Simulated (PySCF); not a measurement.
C2H7Si (calculated)

All values are calculated (PySCF 2.14.0). Calculation on a computer-drawn molecule: the log of a Hartree-Fock and frozen-core CCSD(T) single point meant for a local Hartree-Fock minimum, with one planted fault or none, to be diagnosed. Offsets are logged minus clean, where the clean run is the same molecule without the fault. The reference is restricted for singlets and unrestricted otherwise, and also for a bond in bohr or an excited solution. Adding or removing an electron swaps singlet and doublet. The excited solution moves the top pair (singlet) or top alpha electron (doublet) to the lowest empty orbital. Highest occupied and lowest empty are orbital energies over both spins, largest force is the largest gradient component, triples share is (T) over the correlation energy, the T1 limit is 0.02 restricted and 0.045 unrestricted, electrons count all cores, a negative frequency is imaginary (commonest isotopes), and the dipole is about the centre of nuclear charge.

```json
{"formula": "C2H7Si", "logged_structure": {"atoms_angstrom": [["C", 1.2531, -0.5882, -1.5886], ["C", 0.6633, -1.6009, -0.6558], ["Si", -0.7811, -0.9215, 0.3726], ["H", 1.9711, 0.1365, -1.2235], ["H", 0.7813, -0.3859, -2.5428], ["H", 1.4214, -1.9716, 0.0422], ["H", 0.2946, -2.4698, -1.2111], ["H", -1.873, -0.4586, -0.5176], ["H", -1.3141, -1.9769, 1.27], ["H", -0.3293, 0.2227, 1.2007]]}, "given": {"meant_charge": 0, "meant_multiplicity": 2, "meant_basis": "cc-pV(D+d)Z", "logged_electrons": 33, "logged_basis_functions": 86, "logged_SCF_converged": "yes", "logged_spin_squared": 0.7631, "logged_highest_occupied [eV]": -9.0725, "logged_lowest_empty [eV]": 3.5644, "logged_largest_force [hartree/bohr]": 2.1554e-05, "logged_lowest_frequency [cm^-1]": 167.06, "logged_T1_diagnostic": 0.011619, "logged_D1_diagnostic": 0.044828, "logged_triples_share": 0.025411, "logged_CC_converged": "yes", "logged_dipole_magnitude [debye]": 0.43098, "logged_SCF_stable_within_its_kind": "yes", "logged_energy_HF [hartree]": -368.70386, "logged_energy_CCSD(T) [hartree]": -369.13889, "possible_faults": "no fault, one electron removed, one electron added, multiplicity raised by two, geometry at a saddle point, SCF held on an excited solution, minimal basis STO-3G, one bond length entered in bohr, all coordinates scaled", "drawn_bonds_atom": [1, 2, 1, 1, 2, 2, 3, 3, 3], "drawn_bonds_other_atom": [2, 3, 4, 5, 6, 7, 8, 9, 10], "drawn_bonds_order": [1, 1, 1, 1, 1, 1, 1, 1, 1]}, "results": {"planted_fault": "no fault", "HF_energy_offset_from_clean_run [kcal/mol]": 0.0, "CCSD(T)_energy_offset_from_clean_run [kcal/mol]": 0.0}}
```
